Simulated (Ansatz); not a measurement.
`CO[SiH](F)[O][GeH3]` + `CO[SiH2]S` → `CO[SiH2]SC` + `O[SiH](F)[O][GeH3]`  (substitution at a C–O bond)

Gas-phase electronic energies from Ansatz, PBE0-D4/def2-TZVP geometries. CCSD(T)/CBS is the MP2 limit (def2-TZVPP, def2-QZVPP) plus CCSD(T) − MP2 in def2-TZVPP, frozen cores. This one scheme is used for every species. Functionals use def2-TZVPP. For Ge outer-core shells are correlated without core-valence functions, which leaves a few kJ/mol of doubt a bond. Scalar relativity is left out up to krypton. Each species was taken in one conformer, which may not be the lowest.

`CO[SiH](F)[O][GeH3]`:

Z-matrix (Å, degrees):
```
C
O 1 1.411
H 1 1.095 2 111.3
H 1 1.091 2 108.2 3 119.1
H 1 1.094 2 111.2 3 -121.5
Si 2 1.627 1 125.4 3 61.2
O 6 1.605 2 108.0 1 172.6
F 6 1.595 2 108.4 1 52.6
H 6 1.473 2 112.7 1 -64.6
Ge 7 1.786 6 133.3 2 -23.6
H 10 1.535 7 108.7 6 -45.6
H 10 1.534 7 107.9 6 75.6
H 10 1.533 7 104.8 6 -165.2
```

`CO[SiH2]S`:

Cartesian coordinates in Å:
```
C 1.439 0.215 0.835
O 0.668 -0.033 -0.320
Si -0.928 -0.400 -0.252
S -1.751 -0.393 -2.206
H 2.409 0.601 0.518
H 0.965 0.958 1.487
H 1.602 -0.702 1.411
H -1.606 0.591 0.627
H -1.161 -1.775 0.260
H -1.637 0.938 -2.358
```

`CO[SiH2]SC`:

Z-matrix (Å, degrees):
```
C
O 1 1.411
H 1 1.091 2 108.1
H 1 1.095 2 111.3 3 119.6
H 1 1.096 2 111.3 3 -119.2
Si 2 1.640 1 123.0 3 -177.4
S 6 2.121 2 113.3 1 60.5
H 6 1.487 2 111.6 1 -56.7
H 6 1.481 2 104.2 1 -178.7
C 7 1.818 6 99.4 2 64.5
H 10 1.089 7 111.1 6 -61.5
H 10 1.089 7 106.9 6 179.6
H 10 1.090 7 110.8 6 60.9
```

`O[SiH](F)[O][GeH3]`:

Z-matrix (Å, degrees):
```
Si
F 1 1.596
O 1 1.604 2 111.1
O 1 1.633 2 108.1 3 118.5
H 1 1.472 2 106.4 3 -119.7
Ge 3 1.786 1 134.6 2 87.5
H 4 0.958 1 118.8 2 42.5
H 6 1.534 3 107.6 1 81.0
H 6 1.535 3 108.6 1 -40.1
H 6 1.532 3 104.9 1 -159.8
```

**Question.** Is it downhill or uphill in electronic energy at CCSD(T)/CBS, and by how much? (An estimate is asked.)

**Answer.** The calculation gave: Downhill: ΔE = -12.6 kcal/mol.

**Question.** What do these levels give: PBE-D4, r2SCANh-D4, r2SCAN0-D4, BHLYP-D4, ωB97X-V, PBE-QIDH, PBE0, BHLYP, RPA@PBE/def2-TZVPP, CCSD(T)/def2-SVP, SCS-MP2/def2-QZVPP, CCSD/CBS(def2)? (Estimate.)

**Answer.** Computed: PBE-D4 -12.7, r2SCANh-D4 -12.1, r2SCAN0-D4 -12.2, BHLYP-D4 -10.7, ωB97X-V -11.1, PBE-QIDH -12.4, PBE0 -12.0, BHLYP -9.9, RPA@PBE/def2-TZVPP -9.8, CCSD(T)/def2-SVP -7.6, SCS-MP2/def2-QZVPP -12.4, CCSD/CBS(def2) -12.0 kcal/mol.

Largest T1 diagnostic among the species: 0.012.

At CCSD(T), def2-SVP lies +4.9 kcal/mol from the extrapolated value and def2-TZVPP +1.2 kcal/mol. In def2-TZVPP, CCSD(T) changes the Hartree–Fock value by −3.1 kcal/mol (the triples alone add −0.6 kcal/mol) and MP2 by −4.9 kcal/mol.
